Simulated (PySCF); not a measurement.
# K₂⁺: from constants to spectrum

UHF-CCSD(T) constants of K₂⁺, ²Σg⁺ (doublet), unpaired electrons σ ↑ (PySCF, spin-free X2C with a Gaussian nucleus, basis sets K x2c-SVPall; masses 38.9637 and 38.9637 u):

```
ωe              : 71.4 cm⁻¹
ωexe            : 0.148 cm⁻¹
Be              : 0.039385 cm⁻¹
αe              : 0.000124 cm⁻¹
D (centrifugal) : 4.79e-08 cm⁻¹
De to K⁺ + K    : 0.81 eV
```

Give the vibrational terms G(v) and spacings up to v = 6.

G(v) = ωe(v+½) − ωexe(v+½)².

```
v  G(v) (cm⁻¹)  G(v) − G(v−1)  Bv (cm⁻¹)
0         35.7                   0.03932
1        106.8           71.1    0.03920
2        177.6           70.8    0.03908
3        248.1           70.5    0.03895
4        318.3           70.2    0.03883
5        388.2           69.9    0.03870
6        457.8           69.6    0.03858
```

How well does the Morse estimate ωe²/(4ωexe) reproduce De, and what is D0?

It gives 1.07 eV, 132 % of the computed De. D0 = De − G(0) = 0.81 − 0.00 = 0.81 eV.

Correlated steps freeze 10 core orbitals. Correlated levels converge slowly with the basis: in double zeta they bind strong bonds too weakly, by up to about 1 eV, and carry superposition errors of some tenths. The state was picked by a PBE0 search and need not be the measured ground state.
